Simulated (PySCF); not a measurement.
1,1-difluoroethane (C2H4F2), SMILES C(F)(C)F. Geometry optimised at PBE-D3(BJ)/def2-SVP.

Level of theory: PBE-D3(BJ)/def2-SVP in PySCF.

Harmonic wavenumbers (cm⁻¹): 244, 371, 456, 557, 856, 922, 1113, 1127, 1130, 1320, 1344, 1378, 1408, 1410, 2961, 2994, 3098, 3098. Rotational constants (GHz): 9.317, 8.905, 5.109; symmetry number 1.

Work out the zero-point energy and the ideal-gas rigid-rotor harmonic-oscillator thermochemistry at 298.15 K and 1 atm.

ZPE = ½ Σ hcν = ½ × 25785 cm⁻¹ = 36.86 kcal/mol. H − E(el) = 40.17 kcal/mol. Entropy in cal/(mol K): translation 38.48, rotation 24.14, vibration 4.73, total 67.35. G − E(el) = 20.09 kcal/mol. Cp = 16.13 cal/(mol K).
